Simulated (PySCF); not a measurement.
The dipole of `CCOP(=O)(OC)OCC` from its density and from atomic charges.

Coordinates (GFN2-xTB, Å) and charges (e) from the PBE0/pcSseg-1 density (PySCF):

| atom | x | y | z | Mulliken | IAO | Hirshfeld | ESP-fitted |
| --- | --- | --- | --- | --- | --- | --- | --- |
| C1 | 2.772 | -1.466 | -0.418 | -0.2833 | -0.4241 | -0.1187 | -0.4130 |
| C2 | 2.197 | -0.105 | -0.061 | -0.0070 | -0.0517 | +0.0154 | +0.4319 |
| O3 | 0.886 | -0.277 | 0.471 | -0.5741 | -0.6173 | -0.1595 | -0.4564 |
| P4 | -0.239 | 0.761 | 0.045 | +1.3624 | +1.9946 | +0.5471 | +1.0221 |
| O5 | -0.197 | 1.227 | -1.344 | -0.6287 | -0.9170 | -0.3849 | -0.5851 |
| O6 | -0.064 | 1.903 | 1.152 | -0.5761 | -0.6116 | -0.1752 | -0.3692 |
| C7 | -0.753 | 3.123 | 0.944 | -0.0394 | -0.2122 | -0.0326 | -0.1148 |
| O8 | -1.592 | 0.053 | 0.491 | -0.5723 | -0.6149 | -0.1679 | -0.4266 |
| C9 | -2.283 | -0.722 | -0.481 | +0.0030 | -0.0518 | +0.0125 | +0.3440 |
| C10 | -1.637 | -2.082 | -0.674 | -0.3150 | -0.4334 | -0.1249 | -0.3904 |
| H11 | 3.795 | -1.352 | -0.765 | +0.1164 | +0.1492 | +0.0506 | +0.1020 |
| H12 | 2.760 | -2.114 | 0.455 | +0.1231 | +0.1506 | +0.0448 | +0.1164 |
| H13 | 2.181 | -1.930 | -1.204 | +0.1266 | +0.1470 | +0.0447 | +0.1114 |
| H14 | 2.813 | 0.386 | 0.700 | +0.1265 | +0.1424 | +0.0439 | -0.0128 |
| H15 | 2.144 | 0.537 | -0.945 | +0.1332 | +0.1474 | +0.0401 | -0.0162 |
| H16 | -0.720 | 3.399 | -0.112 | +0.1255 | +0.1528 | +0.0445 | +0.0911 |
| H17 | -0.249 | 3.878 | 1.547 | +0.1283 | +0.1609 | +0.0553 | +0.1257 |
| H18 | -1.794 | 3.030 | 1.259 | +0.1162 | +0.1443 | +0.0463 | +0.0992 |
| H19 | -2.292 | -0.173 | -1.429 | +0.1326 | +0.1472 | +0.0389 | -0.0083 |
| H20 | -3.304 | -0.820 | -0.102 | +0.1251 | +0.1518 | +0.0490 | +0.0200 |
| H21 | -0.633 | -1.952 | -1.070 | +0.1348 | +0.1464 | +0.0372 | +0.1196 |
| H22 | -1.572 | -2.602 | 0.278 | +0.1248 | +0.1508 | +0.0430 | +0.1105 |
| H23 | -2.224 | -2.676 | -1.370 | +0.1175 | +0.1485 | +0.0501 | +0.0987 |

Problem. Compute μ = Σ q r for each scheme (1 e·Å = 4.803 D) and compare with the dipole of the full density.

Solution. The full density gives (0.02, -0.43, 0.28) D, 0.51 D in size; dipole vectors point from the negative to the positive end.

| scheme | μx | μy | μz | size (D) | share of the full size (%) | angle to the full dipole (°) |
| --- | --- | --- | --- | --- | --- | --- |
| Mulliken | 0.40 | -0.23 | -1.83 | 1.88 | 368 | 115 |
| IAO | -0.07 | -0.20 | -0.33 | 0.40 | 77 | 93 |
| Hirshfeld | 0.13 | -0.49 | 0.87 | 1.01 | 197 | 27 |
| ESP-fitted | 0.02 | -0.42 | 0.25 | 0.49 | 96 | 3 |

Problem. Which set comes closest?

Solution. Length of the difference vector: ESP-fitted 0.03 D, Hirshfeld 0.60 D, IAO 0.66 D, Mulliken 2.15 D. Closest: ESP-fitted. ESP charges are fitted to the potential around the molecule, whose slowest-falling term is the dipole's. The schemes that divide the density aren't constrained to reproduce the dipole.

Problem. What is left for the Hirshfeld atoms' own dipoles?

Solution. The shares of the density sum to the whole, so what Σ q r misses lies in dipoles about the nuclei. The atomic dipoles sum to (0.02, -0.43, 0.28) − (0.13, -0.49, 0.87) = (-0.11, 0.06, -0.59) D, 0.60 D in size.

Problem. With the origin at the mean of the coordinates, (0.000, 0.001, -0.114) Å, which are the largest single terms, by size, of the Mulliken dipole along the direction of the full one?

Solution. O5 +5.16, P4 -3.63, O6 +2.46, C10 -2.06, H16 -1.72 D; all 23 atoms together -0.80 D. The single terms depend on the origin, their sum doesn't.

Problem. Give the size of the full dipole in other units.

Solution. 0.51 D = 0.202 au = 0.107 e·Å = 1.71 × 10⁻³⁰ C·m.

Isolated species at its GFN2-xTB geometry (one conformer only).
